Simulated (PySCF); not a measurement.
**Telling isomers of C$_{4}$H$_{7}$FO$_{2}$ apart by NMR**

How the numbers were obtained: structure optimised with GFN2-xTB, PBE0/pcSseg-1 with gauge-including orbitals, in PySCF 2.14.0 with density-fitted response routines (no solvent model, non-relativistic Hamiltonian, one computed conformer, rapidly exchanging positions averaged).

Scale: ¹H, ¹³C against TMS (reference shieldings calculated alike). Splittings of carbon signals by F and P are missing where no couplings were computed. Where no couplings were computed, multiplicities follow the n + 1 count of equivalent neighbours, and m marks all less simple cases (inequivalent or close neighbours, rings, F or P nearby). Shifts are as computed. Against solution values, carbons near 30 ppm lie about +3 ppm off and those near 130 ppm about +5 ppm (rms about the fit 2.1 ppm; single classes can miss by 10 ppm). Of 1328 compounds with measured shifts, 309 miss one by over three times the rms of a fit or turn the order of signals round; such compounds aren't used in these exercises. Signals without a measured value on file couldn't be tested in this way; 1H shifts scatter by 0.2 ppm about their fit, and single ones miss by 0.5 ppm.

(1) Tabulate the signals of `COC(=O)CCF`, `CO[C@H](C)C(=O)F` and their relative energies.

(2) What is the quickest way to tell COC(=O)CCF from CO[C@H](C)C(=O)F?

Results:

(1) 
```json
{"SMILES": "COC(=O)CCF", "carbon types": "1×C 2×CH2 1×CH3", "δC": "177.5, 82.6, 53.8, 37.8", "δH": "4.97 (m, 2H), 3.88 (s, 3H), 2.85 (m, 2H)", "E rel. (kcal/mol)": "0.0"}
{"SMILES": "CO[C@H](C)C(=O)F", "carbon types": "1×C 1×CH 2×CH3", "δC": "171.5, 78.1, 59.4, 21.5", "δH": "3.87 (m, 1H), 3.67 (s, 3H), 1.59 (d, 3H)", "E rel. (kcal/mol)": "6.2"}
```

Energies are electronic energies at PBE0/pcSseg-1 on these geometries, without zero-point or thermal terms, each for the one conformer computed, which needn't be the lowest.

(2) Both give the same number of carbon signals, but DEPT or the intensities differ. The first has an sp3 CH2 bonded to F at 82.6 ppm, the second an sp3 CH bonded to O, α to a carbonyl at 78.1 ppm. Their most deshielded carbons lie at 177.5 and 171.5 ppm. In the proton spectra the most deshielded non-exchanging signals are 4.97 (m, 2H) and 3.87 (m, 1H).
